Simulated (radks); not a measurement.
All-electron atom: Au- in [Hg]. Method: scalar-relativistic Kohn-Sham, PBEsol, spin-polarised, spherical densities, point nucleus; hard spherical wall at 20 bohr; computed with a radial shooting solver on a logarithmic mesh with Libxc functionals.

Normalised radial functions P(r) = r R(r), r in bohr:

r	5d
0.003863	0.0003
0.006344	0.0011
0.01033	0.0039
0.01697	0.0135
0.02787	0.0429
0.0454	0.1136
0.07455	0.2287
0.1224	0.2579
0.1994	-0.0303
0.3275	-0.3998
0.5378	-0.0613
0.8761	0.6705
1.439	0.8111
2.363	0.4585
3.849	0.1659
6.32	0.0389
10.38	0.0058
16.91	0.0004

5d: eigenvalue 0.099 eV, 2 radial nodes at r = 0.193, 0.560 bohr, <r> = 1.67 bohr, 90 % of the charge inside 2.68 bohr.
